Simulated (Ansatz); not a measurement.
A nudged elastic band was laid between two geometries of AlCl$_{2}$H$_{5}$O$_{2}$Sn (11 atoms, charge 0, multiplicity 1).

The calculation used RKS PBE0-D4/def2-SVP in Ansatz.

```json
{
  "movable images": "7",
  "climbing image": "yes",
  "spring": "5.0 eV/Å²",
  "optimiser": "quadratic models (default)",
  "start path": "through a guess of the saddle point",
  "force threshold": "0.03 eV/Å",
  "iteration limit": "60",
  "end points": "relaxed"
}
```

Image 0:

```xyz
11
Properties=species:S:1:pos:R:3
Sn -0.146 -0.183 0.420
O 0.270 0.614 2.191
H 0.966 1.282 2.147
Cl 1.610 0.673 -0.861
H -1.754 0.166 0.036
Cl -0.326 -2.232 -1.373
O 0.221 -1.988 1.392
Al 0.277 -3.558 0.370
H 1.780 -4.042 0.229
H -0.920 -4.514 0.774
H 0.540 -1.814 2.290
```

Image 8:

```xyz
11
Properties=species:S:1:pos:R:3
Sn 0.611 -0.154 0.009
O -0.712 -0.538 2.207
H -1.467 -1.127 2.069
Cl 1.729 0.226 -2.021
H 0.141 1.388 0.510
Cl -1.077 -1.784 -0.718
O 1.547 -1.605 0.893
Al 0.708 -3.142 0.614
H 1.288 -4.171 -0.437
H -0.196 -3.579 1.858
H -0.053 -1.109 2.632
```

Problem. What changes between the two ends?

Solution. Bonds broken: Sn1–O2, O7–H11. Bonds formed: O2–H11. AlCl2H5O2Sn becomes AlCl2H3OSn + H2O.

Problem. What energy profile does the band end with?

Solution. The forces met the threshold. The highest image is number 6 of 0 to 8, 62.2 kJ/mol above the first end and 5.3 kJ/mol above the last; the last end lies 56.9 kJ/mol above the first. A vibrational analysis at the climbing image gives one clearly imaginary mode, 58i cm⁻¹: a first-order saddle point. The orbitals stay closed-shell, which can raise the energy where a bond breaks towards radicals; this wasn't checked here.

```
image  path coordinate (Å)  energy (kJ/mol)  Sn1–O2 (Å)  O7–H11 (Å)  O2–H11 (Å)
    0                 0.00              0.0        1.99        0.97        2.45
    1                 0.92              2.9        1.99        0.97        2.33
    2                 1.85              7.8        1.99        0.97        2.26
    3                 2.77             15.4        1.99        0.97        2.08
    4                 3.69             48.9        2.07        1.02        1.61
    5                 4.62             56.4        2.46        1.81        0.99
    6                 5.54             62.2        2.56        1.89        0.98
    7                 6.46             59.2        2.61        2.01        0.97
    8                 7.37             56.9        2.59        2.41        0.97
```

Problem. What is the geometry of the highest image?

Solution. 
```xyz
11
Properties=species:S:1:pos:R:3
Sn 0.359 -0.272 -0.074
O -0.249 -0.172 2.414
H -1.082 -0.509 2.767
Cl 1.950 0.314 -1.692
H -0.647 1.080 0.010
Cl -1.040 -2.089 -0.992
O 1.241 -1.680 0.951
Al 0.579 -3.286 0.542
H 1.410 -4.213 -0.437
H -0.387 -3.846 1.679
H 0.381 -0.922 2.448
```

Problem. What are the harmonic wavenumbers there?

Solution. 58i, 50, 83, 130, 143, 174, 232, 281, 300, 317, 379, 394, 437, 518, 552, 570, 661, 686, 712, 781, 798, 1613, 1913, 1959, 2004, 3616, 3902 cm⁻¹.

The band took 17 iterations and about 25 core-minutes.

The run took 6.6 min on 4 threads of Arm Neoverse V2, with other jobs on the host, peak memory 0.41 GiB.
